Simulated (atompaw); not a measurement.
# Reading a pseudo-wave (strontium)

Columns: radius, all-electron u(r) and pseudo u(r) of the 4p shell (level -29.22 eV) of strontium in the configuration [Ar] 3d10 4s2 4p6 4d0 5s1 5p0; LDA (PW92), scalar-relativistic, PAW (atompaw) scheme, atompaw 4.2.0.5.

```csv
r (bohr),all-electron,pseudo
0.113,0.2507,0.0056
0.227,-0.1900,0.0226
0.340,-0.4391,0.0502
0.454,-0.3617,0.0885
0.567,-0.1163,0.1357
0.681,0.1700,0.1914
0.794,0.4246,0.2531
0.908,0.6250,0.3195
1.021,0.7634,0.3870
1.135,0.8483,0.4539
1.248,0.8876,0.5156
1.362,0.8925,0.5699
1.475,0.8721,0.6126
1.588,0.8342,0.6415
1.702,0.7847,0.6545
1.815,0.7291,0.6505
1.929,0.6701,0.6297
2.042,0.6111,0.5947
2.156,0.5531,0.5487
2.269,0.4980,0.4976
2.383,0.4459,0.4459
2.496,0.3980,0.3980
2.610,0.3535,0.3535
2.723,0.3135,0.3135
2.837,0.2769,0.2769
2.950,0.2443,0.2443
```

Q: How many radial nodes do the two functions have?

A: The all-electron 4p function has n − l − 1 = 2; the pseudo-wave has 0, since the states of the same l below it are removed with the core.

Q: At about which radius was the pseudo-wave matched?

A: 2.40 bohr. The columns agree to 0.0005 from 2.27 bohr on; several derivatives are matched, so the curves merge somewhat inside the radius.

Q: Is the pseudo-wave norm-conserving?

A: No, it belongs to a PAW set: the norm inside the radius is not constrained, and the difference is carried by the augmentation charge.
